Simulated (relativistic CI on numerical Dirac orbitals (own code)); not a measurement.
**Mo3+: resonant inelastic scattering at the L2,3 edge**

Computed with this model: Dirac-Coulomb-Breit CI, separate exchange-only KLI orbitals for each configuration, QED by a radiative potential, valence Slater integrals scaled by 0.8, Kramers-Heisenberg scattering through one core-hole configuration in a parametric crystal field; configurations [Kr] 4d3 → [He] 2s2 2p5 3s2 3p6 3d10 4s2 4p6 4d4; 300 K; core-hole width 2.4 eV; summed over polarisations. Incident energies are the highest absorption maxima for each field (at most a few, so the weaker spin-orbit partner edge can be absent), on the computed scale of the free ion. Intensities are in per cent of the strongest line above 0.02 eV; levels within 1 cm⁻¹ are merged; final levels count from the ground level, the first row holds all elastic scattering, lines under 0.4 are left out and each table stops after 24 rows. The scale of the Slater integrals is a model choice and moves the terms in proportion.

Field parameters in Wybourne normalisation: D3d B²₀ = −7Dσ, B⁴₀ = −14Dq − 21Dτ, B⁴₃ = −14√(10/7) Dq. The field is a parameter set, without covalency.

S is read from ⟨S²⟩ = S(S + 1).

D3d, 10Dq = 18600, Dσ = -1200, Dτ = 10 cm⁻¹:

| Final level (eV) | Degeneracy | Irrep | S | 2525.8 eV | 2630.3 eV |
| --- | --- | --- | --- | --- | --- |
| 0.000 | 2 | Γ4 | 1.50 | 3738.9 | 821.7 |
| 0.002 | 2 | Γ5+Γ6 | 1.50 | 2.9 | 9.3 |
| 1.443 | 2 | Γ4 | 0.53 | 18.6 | 48.8 |
| 1.487 | 2 | Γ5+Γ6 | 0.52 | 7.3 | 18.6 |
| 1.579 | 2 | Γ4 | 0.51 | 14.2 | 22.5 |
| 1.597 | 2 | Γ5+Γ6 | 0.52 | 17.6 | 37.2 |
| 1.680 | 2 | Γ4 | 0.52 | 26.4 | 45.0 |
| 2.198 | 2 | Γ4 | 1.44 | 97.7 | 43.8 |
| 2.218 | 2 | Γ4 | 1.48 | 98.5 | 36.5 |
| 2.231 | 2 | Γ5+Γ6 | 1.48 | 100.0 | 38.2 |
| 2.250 | 2 | Γ4 | 1.49 | 80.8 | 21.0 |
| 2.344 | 2 | Γ4 | 0.63 | 36.4 | 44.6 |
| 2.453 | 2 | Γ5+Γ6 | 1.29 | 83.5 | 46.5 |
| 2.492 | 2 | Γ4 | 1.46 | 86.5 | 30.9 |
| 2.587 | 2 | Γ5+Γ6 | 0.86 | 38.5 | 23.2 |
| 2.647 | 2 | Γ4 | 0.61 | 39.9 | 56.7 |
| 3.184 | 2 | Γ4 | 1.49 | 34.1 | 25.5 |
| 3.192 | 2 | Γ4 | 1.47 | 89.4 | 4.6 |
| 3.196 | 2 | Γ5+Γ6 | 1.49 | 29.3 | 23.9 |
| 3.210 | 2 | Γ4 | 1.49 | 64.7 | 10.4 |
| 3.225 | 2 | Γ5+Γ6 | 1.49 | 51.8 | 15.2 |
| 3.236 | 2 | Γ4 | 1.48 | 28.6 | 27.7 |
| 3.603 | 2 | Γ4 | 0.56 | 2.5 | 1.1 |
| 3.691 | 2 | Γ4 | 0.51 | 4.5 | 3.6 |

D3d, 10Dq = 18600, Dσ = -860, Dτ = 10 cm⁻¹:

| Final level (eV) | Degeneracy | Irrep | S | 2525.8 eV | 2630.3 eV |
| --- | --- | --- | --- | --- | --- |
| 0.000 | 2 | Γ4 | 1.50 | 3661.9 | 807.9 |
| 0.002 | 2 | Γ5+Γ6 | 1.50 | 3.0 | 9.4 |
| 1.495 | 2 | Γ4 | 0.53 | 15.1 | 43.9 |
| 1.523 | 2 | Γ5+Γ6 | 0.52 | 7.0 | 20.6 |
| 1.595 | 2 | Γ4 | 0.51 | 15.9 | 24.7 |
| 1.612 | 2 | Γ5+Γ6 | 0.52 | 17.2 | 34.9 |
| 1.670 | 2 | Γ4 | 0.52 | 26.1 | 44.9 |
| 2.226 | 2 | Γ4 | 1.43 | 95.3 | 44.1 |
| 2.246 | 2 | Γ4 | 1.48 | 96.2 | 37.5 |
| 2.259 | 2 | Γ5+Γ6 | 1.47 | 100.0 | 42.3 |
| 2.282 | 2 | Γ4 | 1.49 | 81.1 | 20.4 |
| 2.372 | 2 | Γ4 | 0.65 | 35.9 | 42.7 |
| 2.406 | 2 | Γ5+Γ6 | 1.29 | 82.2 | 41.4 |
| 2.440 | 2 | Γ4 | 1.45 | 85.1 | 29.9 |
| 2.525 | 2 | Γ5+Γ6 | 0.86 | 38.4 | 22.9 |
| 2.572 | 2 | Γ4 | 0.62 | 39.4 | 54.2 |
| 3.168 | 2 | Γ4 | 1.49 | 34.0 | 24.9 |
| 3.170 | 2 | Γ4 | 1.47 | 84.6 | 4.5 |
| 3.177 | 2 | Γ5+Γ6 | 1.49 | 28.2 | 25.3 |
| 3.186 | 2 | Γ4 | 1.49 | 60.2 | 9.6 |
| 3.198 | 2 | Γ5+Γ6 | 1.49 | 50.9 | 12.8 |
| 3.204 | 2 | Γ4 | 1.48 | 27.5 | 27.1 |
| 3.615 | 2 | Γ4 | 0.55 | 2.0 | 0.9 |
| 3.748 | 2 | Γ4 | 0.51 | 4.8 | 3.8 |

D3d, 10Dq = 18600, Dσ = -510, Dτ = 10 cm⁻¹:

| Final level (eV) | Degeneracy | Irrep | S | 2525.8 eV | 2630.3 eV |
| --- | --- | --- | --- | --- | --- |
| 0.000 | 2 | Γ4 | 1.50 | 3548.1 | 784.7 |
| 0.001 | 2 | Γ5+Γ6 | 1.50 | 3.0 | 9.4 |
| 1.532 | 2 | Γ4 | 0.53 | 11.3 | 36.8 |
| 1.547 | 2 | Γ5+Γ6 | 0.52 | 7.3 | 24.4 |
| 1.612 | 2 | Γ4 | 0.51 | 16.7 | 26.4 |
| 1.621 | 2 | Γ5+Γ6 | 0.52 | 16.2 | 30.1 |
| 1.661 | 2 | Γ4 | 0.52 | 26.1 | 45.9 |
| 2.250 | 2 | Γ4 | 1.43 | 90.8 | 42.9 |
| 2.267 | 2 | Γ4 | 1.46 | 93.3 | 40.3 |
| 2.278 | 2 | Γ5+Γ6 | 1.43 | 100.0 | 50.8 |
| 2.313 | 2 | Γ4 | 1.48 | 80.7 | 19.6 |
| 2.371 | 2 | Γ5+Γ6 | 1.37 | 81.1 | 29.4 |
| 2.391 | 2 | Γ4 | 1.39 | 78.2 | 27.7 |
| 2.403 | 2 | Γ4 | 0.79 | 39.7 | 39.2 |
| 2.476 | 2 | Γ5+Γ6 | 0.81 | 35.4 | 24.0 |
| 2.509 | 2 | Γ4 | 0.62 | 38.0 | 52.2 |
| 3.155 | 2 | Γ4 | 1.48 | 84.2 | 3.5 |
| 3.158 | 2 | Γ4 | 1.49 | 29.5 | 24.8 |
| 3.164 | 2 | Γ5+Γ6 | 1.49 | 27.0 | 25.7 |
| 3.171 | 2 | Γ4 | 1.49 | 54.8 | 9.2 |
| 3.178 | 2 | Γ5+Γ6 | 1.49 | 49.8 | 10.9 |
| 3.180 | 2 | Γ4 | 1.49 | 26.5 | 26.0 |
| 3.622 | 2 | Γ4 | 0.55 | 1.7 | 0.8 |
| 3.802 | 2 | Γ4 | 0.51 | 5.0 | 4.0 |

For the first field the strongest loss at the lowest incident energy is the level at 2.23 eV (S = 1.48, against 1.50 in the thermal ground state). Levels of other spin, the first over 8 % at 1.44 eV, appear because spin-orbit coupling of the core hole, and in heavier ions of the valence shell too, mixes spins.
